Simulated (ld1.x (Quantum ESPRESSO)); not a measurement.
The numbers below are computed, except where a source is named.
# Hardness and transferability of assorted potentials

Generated with ld1.x 7.5 (TM, RRKJ, ultrasoft, PAW), atompaw 4.2 or ONCVPSP 4.0.1. The cutoff is in Ry: for ld1.x and atompaw files where the sum of valence levels is converged to 10 mRy in a Bessel basis, for ONCV files where the hardest occupied wave has 1 mHa per electron of residual kinetic energy. The error is the largest all-electron minus pseudo excitation energy over each file’s own four to seven test configurations (ionisations up to +4, promotions, holes and added fractions of an electron), all of which were solved. The labels leave out finer settings (local radius, basis sizes, second energies), which also bear on the numbers. Spin-polarised tests are not counted. The rows are a selection from randomly drawn settings: files with unsolved tests, undetermined cutoffs or missed reference levels are left out.

A true bound ghost makes a file unfit for plane-wave use even where its test errors are small: the radial tests pick states by their node count and pass the ghost by.

| element | potential | cutoff (Ry) | largest error (meV) | bound ghosts |
| --- | --- | --- | --- | --- |
| Mg | PAW, PBE, scalar-relativistic, rc 1.32/1.15/1.40 (spd), local smoothed, core correction yes, reference 2s2 2p6 3s2 3p0 | 60 | +30 | none |
| Xe | ultrasoft, PBE, scalar-relativistic, rc 1.55/1.90/1.90 (spd), local smoothed, core correction yes, reference 5s2 5p6 | 18 | -388 | s |

Task: Fill in the row for Pd: TM, LDA (PZ), fully relativistic, rc 1.25/1.60/1.55/1.20 (spdf), local smoothed, core correction yes, reference 4s2 4p6 4d10 5s0 5p0.

Result: cutoff 100 Ry, largest error +670 meV, bound ghosts: none.

Task: Fill in the row for Pr: RRKJ, PBE, non-relativistic, rc 3.40/4.20/2.20 (spd), local s, core correction yes, reference 5d1 6s1.75 6p0.25.

Result: cutoff 12 Ry, largest error -163 meV, bound ghosts: none.

Task: Fill in the row for O: TM, LDA (PZ), non-relativistic, rc 1.18/1.64/1.44 (spd), local s, core correction yes, reference 2s2 2p3.5.

Result: cutoff 55 Ry, largest error +3161 meV, bound ghosts: none.
